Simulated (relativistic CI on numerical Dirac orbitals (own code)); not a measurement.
## From line strength to rate: Zn 3282.33 Å (air)

Problem. For 4s.4p 3P°_0 – 4s.4d 3D_1 of Zn a semi-empirical relativistic CI calculation gives the line strength S = 4.942 e²a₀² in the length gauge. The measured levels are 32311.32 and 62768.75 cm⁻¹ (NIST Handbook). Find gf, f, A and the partial lifetime.

Working.
1. σ = 62768.75 − 32311.32 = 30457.43 cm⁻¹, so the vacuum wavelength is 10⁸/σ = 3283.27 Å.
2. gf = 303.756 S/λ(Å) = 0.4572, log gf = -0.340; with g = 1 for the lower level, f = 0.457.
3. A = 2.02613 × 10¹⁸ S/(g_u λ³) with g_u = 3: A = 9.43 × 10^7 s⁻¹.
4. The partial lifetime for this S is 1/A = 10.6 ns; in the calculation this line carries 56 % of the decay of the upper level.

Check. The Handbook lists A = 9.00 × 10^7 s⁻¹, a tabulated value with its own uncertainty (a few per cent for the best lines, 25 % or more for others); ours lies 5 % above it. The velocity form of the same calculation gives S = 4.05, and the gap between the two forms is a rough gauge of the error in S. With the computed energy (29610 cm⁻¹) in place of the measured one the rate would change by the factor (σ_calc/σ)³ = 0.92.
